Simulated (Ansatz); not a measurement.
Cost and result for the atomization energy of F2H3NSSi, SMILES `N[Si](F)(F)S` (8 atoms, 7 bonds).

Total charge 0; spin multiplicity 1. Geometry: relaxed with PBE0-D4/def2-TZVP. It is one conformer, not always the lowest. Program: Ansatz. All runs use 4 threads of an Arm Neoverse V1 on a shared host. Times are those of one run each, without the atoms' runs, and a repeat can differ threefold. Electronic energies, without spin–orbit coupling; frozen cores. CCSD(T)/CBS adds CCSD(T) − MP2 in def2-TZVPP to the MP2 limit, and its time is that of the two runs behind it. T1 = 0.011. HSE06 is the plane-wave form, built on full-range PBE exchange.

CCSD(T)/CBS is a level of theory with its own doubt, some kJ/mol a heavy atom from the limit and from the frozen cores, so smaller differences don't rank the functionals.

| level | functions | wall time | atomization (kJ/mol) | difference from CCSD(T)/CBS | per bond |
| --- | --- | --- | --- | --- | --- |
| LDA (SPW92)/def2-TZVPP | 219 | 1 s | 3514.9 | 444.4 | 63.5 |
| revPBE-D4/def2-TZVPP | 219 | 1.6 s | 3008.1 | -62.4 | -8.9 |
| PBE0-D4/def2-TZVPP | 219 | 2.2 s | 3024.7 | -45.8 | -6.6 |
| BHLYP-D4/def2-TZVPP | 219 | 2.4 s | 2934.8 | -135.7 | -19.4 |
| CCSD(T)/def2-SVP | 93 | 2.5 s | 2759.0 | -311.5 | -44.5 |
| HSE06-D4/def2-TZVPP | 219 | 2.5 s | 3026.6 | -43.9 | -6.3 |
| r2SCAN-D4/def2-TZVPP (with forces) | 219 | 3.7 s | 3054.1 | -16.4 | -2.3 |
| PBE-QIDH/def2-TZVPP | 219 | 3.7 s | 3012.6 | -57.9 | -8.3 |
| ωB97X-V/def2-TZVPP | 219 | 6 s | 3071.5 | 1.0 | 0.1 |
| ωB97M-V/def2-TZVPP (with forces) | 219 | 8.5 s | 3073.5 | 3.0 | 0.4 |
| MP2/def2-QZVPP | 401 | 13 s | 3118.4 | 47.9 | 6.8 |
| CCSD(T)/def2-TZVPP | 219 | 82 s | 2959.7 | -110.8 | -15.8 |
| CCSD(T)/CBS(def2) | – | 95 s | 3070.5 | 0.0 | 0.0 |

Leaving LDA and LC-ωPBE aside and taking each functional with its dispersion term where it has one, the values, not all of them listed here, spread over 162.2 kJ/mol, from BHLYP-D4 to PBE-D4. LDA lies +437.0 kJ/mol from PBE without D4, its usual overbinding. From PBE to PBE0 (25 % exact exchange), in def2-TZVPP and without D4, the atomization energy moves by −69.3 kJ/mol: exact exchange takes away binding that semilocal exchange gives to molecules. In def2-TZVPP, CCSD(T) changes the Hartree–Fock value by +796.2 kJ/mol (the triples alone add +50.2 kJ/mol) and MP2 by +887.5 kJ/mol; breaking electron pairs costs correlation energy, which Hartree–Fock lacks.
